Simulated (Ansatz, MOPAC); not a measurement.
System: C4H9O, charge 0, multiplicity 2. SMILES: CO[C](C)C

Atoms: C1, C2, C3, O4, C5, H6, H7, H8, H9, H10, H11, H12, H13, H14. Bonds: C1-C2, C1-H6, C1-H7, C1-H8, C2-C3, C2-O4, C3-H9, C3-H10, C3-H11, O4-C5, C5-H12, C5-H13, C5-H14.

Bond lengths (Å) and angles (degrees) optimised at PM3 with MOPAC; HF/STO-3G with Ansatz (a first-principles code); HF/6-31G* with Ansatz; MP2/6-31G* with Ansatz, each started from the B3LYP-D3(BJ)/def2-TZVP structure (Ansatz) of the last column. A row stands for all coordinates that are equal there; 13 of 32 kinds are shown. 6-31G* holds six Cartesian d functions. No wavenumbers were computed at PM3, HF/STO-3G, MP2/6-31G*, so these may be saddle points.

```json
[
 {"coordinate": "C1-C2", "PM3": "1.474", "HF/STO-3G": "1.532", "HF/6-31G*": "1.505", "MP2/6-31G*": "1.499", "B3LYP-D3(BJ)/def2-TZVP": "1.493"},
 {"coordinate": "C1-H6", "PM3": "1.099", "HF/STO-3G": "1.086", "HF/6-31G*": "1.084", "MP2/6-31G*": "1.093", "B3LYP-D3(BJ)/def2-TZVP": "1.091"},
 {"coordinate": "C1-H7", "PM3": "1.097", "HF/STO-3G": "1.085", "HF/6-31G*": "1.084", "MP2/6-31G*": "1.093", "B3LYP-D3(BJ)/def2-TZVP": "1.090"},
 {"coordinate": "C1-H8", "PM3": "1.100", "HF/STO-3G": "1.089", "HF/6-31G*": "1.091", "MP2/6-31G*": "1.102", "B3LYP-D3(BJ)/def2-TZVP": "1.103"},
 {"coordinate": "C2-C3", "PM3": "1.477", "HF/STO-3G": "1.528", "HF/6-31G*": "1.499", "MP2/6-31G*": "1.493", "B3LYP-D3(BJ)/def2-TZVP": "1.487"},
 {"coordinate": "C2-O4", "PM3": "1.365", "HF/STO-3G": "1.407", "HF/6-31G*": "1.369", "MP2/6-31G*": "1.384", "B3LYP-D3(BJ)/def2-TZVP": "1.374"},
 {"coordinate": "C3-H9", "PM3": "1.099", "HF/STO-3G": "1.089", "HF/6-31G*": "1.091", "MP2/6-31G*": "1.101", "B3LYP-D3(BJ)/def2-TZVP": "1.102"},
 {"coordinate": "O4-C5", "PM3": "1.407", "HF/STO-3G": "1.435", "HF/6-31G*": "1.398", "MP2/6-31G*": "1.425", "B3LYP-D3(BJ)/def2-TZVP": "1.417"},
 {"coordinate": "C1-C2-C3", "PM3": "121.7", "HF/STO-3G": "117.9", "HF/6-31G*": "119.0", "MP2/6-31G*": "119.2", "B3LYP-D3(BJ)/def2-TZVP": "120.0"},
 {"coordinate": "C1-C2-O4", "PM3": "124.5", "HF/STO-3G": "119.7", "HF/6-31G*": "117.8", "MP2/6-31G*": "118.4", "B3LYP-D3(BJ)/def2-TZVP": "119.1"},
 {"coordinate": "C3-C2-O4", "PM3": "113.7", "HF/STO-3G": "111.2", "HF/6-31G*": "110.8", "MP2/6-31G*": "110.0", "B3LYP-D3(BJ)/def2-TZVP": "111.2"},
 {"coordinate": "C2-O4-C5", "PM3": "117.1", "HF/STO-3G": "113.1", "HF/6-31G*": "118.1", "MP2/6-31G*": "116.1", "B3LYP-D3(BJ)/def2-TZVP": "117.9"},
 {"coordinate": "C2-C1-H6", "PM3": "111.5", "HF/STO-3G": "111.8", "HF/6-31G*": "112.6", "MP2/6-31G*": "112.8", "B3LYP-D3(BJ)/def2-TZVP": "113.1"}
]
```

Mean signed difference of all 13 bond lengths from B3LYP-D3(BJ)/def2-TZVP: PM3 -0.001 Å, HF/STO-3G 0.007 Å, HF/6-31G* -0.006 Å, MP2/6-31G* 0.003 Å.
